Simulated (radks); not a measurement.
Sn4+, configuration [Kr] 4d10 (the NIST ground configuration). All-electron calculation, Dirac Kohn-Sham, BLYP, spin-unpolarised, spherical densities, finite nucleus; Fermi nuclear charge, rms radius 4.6519 fm. Program: a radial shooting solver on a logarithmic mesh with Libxc functionals.

Spin-orbit splittings of the eigenvalues, e(l+1/2) - e(l-1/2), with zeta = 2 splitting/(2l+1) and mean radii in bohr:

| shell | occ. | splitting (eV) | zeta (eV) | <r> j=l-1/2 | <r> j=l+1/2 |
|---|---|---|---|---|---|
| 2p | 6 | 230.8 | 153.8 | 0.1058 | 0.1112 |
| 3p | 6 | 42.13 | 28.09 | 0.3299 | 0.3411 |
| 3d | 10 | 8.698 | 3.479 | 0.3125 | 0.3161 |
| 4p | 6 | 7.630 | 5.087 | 0.8633 | 0.8925 |
| 4d | 10 | 1.081 | 0.4323 | 1.064 | 1.077 |
